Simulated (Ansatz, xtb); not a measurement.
## ClFH4Si3: where a starting geometry ends

The starting geometry of this gas-phase singlet has its atoms placed at random.

```yaml
atoms:
  - { symbol: Cl, position_ang: [0.8038, 0.0115, 0.4526] }
  - { symbol: F, position_ang: [-0.9344, 0.8037, 1.2250] }
  - { symbol: Si, position_ang: [-0.9588, 0.3705, -1.1749] }
  - { symbol: Si, position_ang: [-0.4103, -1.3773, -1.6472] }
  - { symbol: Si, position_ang: [-0.0062, -1.1619, 1.6091] }
  - { symbol: H, position_ang: [-0.2774, 1.0268, 1.9751] }
  - { symbol: H, position_ang: [-1.4807, -1.3156, -1.0236] }
  - { symbol: H, position_ang: [-1.6622, -1.3832, 0.7094] }
  - { symbol: H, position_ang: [0.3245, 1.6556, 0.5127] }
```

Task: Guess where an optimisation with r2SCAN-D4/def2-SVP ends from this start.

Result: It ends as a structure with H6 bridging Si3 and Si4, H7 bridging Si3 and Si4, H8 bridging Si4 and Si5, given below by its coordinates. Distances that change by over a tenth: Cl1–Si5 (1.84 → 2.25 Å), Cl1–H9 (1.71 → 4.25 Å), Si3–Si4 (1.89 → 2.65 Å), Si4–H7 (1.24 → 1.83 Å). Contacts that open: Cl1–Si3 (2.43 → 4.34 Å), F2–H6 (1.02 → 3.02 Å). Contacts that close: F2–Si5 (2.21 → 1.64 Å), Si3–H6 (3.29 → 1.65 Å), Si3–H9 (2.48 → 1.52 Å), Si4–H6 (4.35 → 1.69 Å), Si4–H8 (2.67 → 1.64 Å).

The energy falls by 15.62 eV over 48 steps:

```
step  E − E(last) (eV)
   1            15.620
   6             4.112
  11             2.633
  17             2.555
  22             2.324
  27             0.828
  32             0.183
  38             0.047
  43             0.000
  48             0.000
```

Final geometry (Å):

| atom | x (Å) | y (Å) | z (Å) |
| --- | --- | --- | --- |
| Cl | 1.4332 | -1.2174 | 1.4775 |
| F | -0.5713 | 0.8113 | 2.2281 |
| Si | -0.8560 | 1.1475 | -1.3585 |
| Si | -0.2042 | -1.2974 | -0.5769 |
| Si | -0.5730 | -0.8171 | 2.4102 |
| H | 0.3454 | 0.3040 | -0.6035 |
| H | -1.3637 | -0.3547 | -1.6257 |
| H | -1.1562 | -1.2020 | 0.7560 |
| H | -1.6558 | 1.2557 | -0.0689 |

From the same start GFN2-xTB ends elsewhere, in pieces: ClHSi + H2Si2 + FH.

From so rough a start the end depends on the optimiser's path, so another program may land elsewhere. No frequencies were run, so the end isn't proven a minimum. Run with Ansatz 0.2.0, 2.1 min on 1 thread of Intel(R) Xeon(R) 6975P-C (Granite Rapids), with other jobs on the host.
